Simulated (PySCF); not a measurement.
CH₇FN₂Si, SMILES C[Si](N)(N)F.

Geometry optimised at PBE-D3(BJ)/def2-SVP. The structure was generated by enumeration, and PubChem lists no compound with its InChIKey, so it may never have been made. Other conformers were not sampled.

All values below come from PBE-D3(BJ)/def2-SVP run with PySCF 2.14.0.

Frequencies are harmonic and unscaled.

| mode | ν (cm⁻¹) | IR (km/mol) | moving atoms (share of kinetic energy) |
|---|---|---|---|
| 1 | 136 | 0.0 | H 97 % |
| 2 | 183 | 7.6 | H 47 %, N 24 %, F 16 %, C 12 % |
| 3 | 188 | 1.2 | H 44 %, N 25 %, C 16 %, F 15 % |
| 4 | 226 | 1.5 | H 63 %, N 11 %, C 10 %, F 9 % |
| 5 | 266 | 1.6 | H 44 %, N 25 %, Si 15 %, F 10 % |
| 6 | 293 | 33.6 | H 31 %, F 24 %, N 23 %, Si 19 % |
| 7 | 319 | 3.6 | H 40 %, F 21 %, Si 16 %, N 13 %, C 10 % |
| 8 | 352 | 178.5 | H 62 %, N 26 % |
| 9 | 376 | 73.0 | H 76 %, N 21 % |
| 10 | 419 | 142.1 | H 72 %, N 24 % |
| 11 | 643 | 8.5 | C 41 %, H 25 %, N 18 %, F 8 % |
| 12 | 711 | 4.6 | H 67 %, N 15 %, C 11 % |
| 13 | 740 | 1.6 | H 71 %, C 19 % |
| 14 | 772 | 19.4 | H 48 %, F 23 %, N 13 %, C 8 %, Si 8 % |
| 15 | 791 | 3.8 | H 57 %, N 34 % |
| 16 | 839 | 136.7 | H 33 %, Si 33 %, N 22 % |
| 17 | 905 | 188.3 | Si 45 %, H 23 %, N 23 % |
| 18 | 935 | 205.3 | Si 48 %, H 21 %, N 21 %, F 9 % |
| 19 | 1225 | 37.5 | H 77 %, C 23 % |
| 20 | 1382 | 2.0 | H 96 % |
| 21 | 1384 | 3.8 | H 96 % |
| 22 | 1482 | 86.1 | H 88 %, N 11 % |
| 23 | 1487 | 24.5 | H 89 %, N 11 % |
| 24 | 2976 | 2.7 | H 97 % |
| 25 | 3070 | 6.5 | H 91 %, C 9 % |
| 26 | 3081 | 5.1 | H 91 %, C 9 % |
| 27 | 3499 | 19.1 | H 96 % |
| 28 | 3507 | 23.0 | H 96 % |
| 29 | 3599 | 20.8 | H 91 %, N 9 % |
| 30 | 3606 | 24.6 | H 91 %, N 9 % |
